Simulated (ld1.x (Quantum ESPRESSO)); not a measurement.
## Building the PAW potential for Ag (PBEsol, scalar-relativistic).

| Property | Result |
| --- | --- |
| Element | silver (Ag) |
| Generator | ld1.x (Quantum ESPRESSO) 7.5 |
| Type | PAW |
| Functional | PBEsol |
| Relativity | scalar-relativistic |
| Frozen core | [Ar] 3d10 |
| Valence charge | 19 |
| Reference configuration | 4s2 4p6 4d9 5s2 5p0 |
| Partial waves | 4s (bound): rcut 1.40, rcutus 1.80 bohr; 5s (bound): rcut 1.40, rcutus 1.80 bohr; 4p (bound): rcut 1.45, rcutus 2.00 bohr; 5p (bound, empty): rcut 1.45, rcutus 2.00 bohr; 4d (bound): rcut 1.00, rcutus 1.10 bohr; 4d channel at 1.25 Ry: rcut 1.00, rcutus 1.10 bohr |
| Local potential | all-electron potential smoothed inside 1.55 bohr (lloc = -2) |
| Core correction | Bessel-smoothed model core, default radius (core density twice the valence density) |
| Augmentation charge | PSQ, inside the norm-conserving radii |

* Cutoffs needed: 90 Ry and 160 Ry (the cutoffs (Ry, on a coarse ladder) from which the occupation-weighted sum of valence levels, in a spherical-Bessel basis at the reference potential, stays within 10 and 1 mRy of its value at 400 Ry)
* Ghost test: no extra level below or beside the all-electron valence levels (s, p, d, f tested) (spherical-Bessel basis up to 400 Ry, 20 bohr box)
* Largest excitation error: -18 meV (all-electron minus pseudo) for 4s2 4p6 4d7 5s0 5p0, out of 7 test configurations
* Lowest eigenvalue of the overlap operator: 0.06 (s channel)
* Density cutoff estimated by the generator: 417 Ry
